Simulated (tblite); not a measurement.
Compound: C3H7NOSi.
Structure used (GFN2-xTB), in Å, numbered top down from 1:
```
atom  x, y, z in Å
C1     2.088   -0.150    0.976
N2     1.081    0.478    0.574
C3     0.634    0.356   -0.770
Si4   -1.059   -0.545   -0.700
C5    -2.153    0.467    0.511
O6    -3.341    0.621    0.383
H7     2.708   -0.792    0.340
H8     2.376   -0.055    2.013
H9     1.346   -0.177   -1.419
H10    0.492    1.364   -1.167
H11   -0.875   -1.878   -0.117
H12   -1.665   -0.608   -2.029
H13   -1.637    0.919    1.386
```

Computed with GFN2-xTB (tblite): harmonic, unscaled wavenumbers at the GFN2-xTB geometry, gas phase. Against measured fundamentals such values can be off by several per cent, at times by over 20. Modes of hydrogen on silicon can be 10 to 20 % off. One conformer, not necessarily the lowest.

Harmonic wavenumbers (cm⁻¹): 37.3, 53.2, 106.9, 120.3, 226.5, 308.8, 422.7, 451.7, 538.0, 629.4, 662.5, 677.8, 752.5, 779.5, 799.0, 827.2, 967.8, 1025.3, 1112.8, 1184.6, 1247.7, 1350.0, 1420.6, 1452.2, 1737.1, 1746.9, 2244.3, 2285.6, 2708.8, 2844.9, 2867.9, 2956.0, 3077.0.

A = 6144, B = 1453, C = 1286 MHz; mass 101.030 u (most abundant isotopes); point group C1, symmetry number 1.

**Question.** Zero-point energy?

**Answer.** Half the sum of the wavenumbers: 19811 cm⁻¹ = 237.00 kJ/mol.

**Question.** Give the ideal-gas entropy at 273.15 K and 1 bar in the rigid-rotor, harmonic-oscillator model (classical rotation).

**Answer.** Translation 164.60, rotation 114.92, vibration 94.09: S = 373.6 J/(mol K).

**Question.** And Cp and H(273.15 K) − H(0)?

**Answer.** Cp = 120.07 J/(mol K), of which vibrations give 86.81 (their classical limit is 33 R = 274.4); H(273.15 K) − H(0) = 21.69 kJ/mol without the zero-point energy, 12.61 from vibrations.

**Question.** Which modes carry the vibrational entropy at 273.15 K?

**Answer.** 37.3 cm⁻¹: 21.86; 53.2 cm⁻¹: 18.92; 106.9 cm⁻¹: 13.20; 120.3 cm⁻¹: 12.25; 226.5 cm⁻¹: 7.32; 308.8 cm⁻¹: 5.13 J/(mol K); the other 27 give 15.41 together.

**Question.** How do the functions run with temperature in this model?

**Answer.** 
```json
{"T (K)": "150", "S (J/(mol K))": "313.8", "Cp (J/(mol K))": "83.4", "H − H(0) (kJ/mol)": "9.17", "G − H(0) (kJ/mol)": "-37.89", "ln q(vib)": "3.16"}
{"T (K)": "250", "S (J/(mol K))": "363.3", "Cp (J/(mol K))": "113.2", "H − H(0) (kJ/mol)": "18.99", "G − H(0) (kJ/mol)": "-71.83", "ln q(vib)": "5.29"}
{"T (K)": "298.15", "S (J/(mol K))": "384.4", "Cp (J/(mol K))": "127.3", "H − H(0) (kJ/mol)": "24.79", "G − H(0) (kJ/mol)": "-89.83", "ln q(vib)": "6.27"}
{"T (K)": "400", "S (J/(mol K))": "425.7", "Cp (J/(mol K))": "153.8", "H − H(0) (kJ/mol)": "39.14", "G − H(0) (kJ/mol)": "-131.12", "ln q(vib)": "8.28"}
{"T (K)": "600", "S (J/(mol K))": "495.9", "Cp (J/(mol K))": "193.2", "H − H(0) (kJ/mol)": "74.08", "G − H(0) (kJ/mol)": "-223.49", "ln q(vib)": "12.03"}
{"T (K)": "900", "S (J/(mol K))": "582.2", "Cp (J/(mol K))": "231.5", "H − H(0) (kJ/mol)": "138.26", "G − H(0) (kJ/mol)": "-385.69", "ln q(vib)": "17.15"}
```

q(vib) and H(0) count from the zero-point level.

**Question.** Blend soft modes into free rotors: weight 1/[1 + (100 cm⁻¹/ν̃)⁴] for the oscillator and the rest for a rotor with moment μB/(μ + B), μ = h/(8π²ν), B = 10⁻⁴⁴ kg m². What vibrational entropy results?

**Answer.** 82.45 J/(mol K) in place of 94.09, which changes −T·S at 273.15 K by +3.18 kJ/mol.

Hindered rotation and anharmonicity are outside this model. Other conformers, if any are populated, would add a mixing term that is left out. The structure is chiral; the term R ln 2 for an equal mix with its mirror image is left out.

On one thread of an Arm Neoverse N1, no GPU, shared host with 64 logical CPUs at a one-minute load of 60, this took 0.53 s of wall time. The figure is for the frequency step alone.
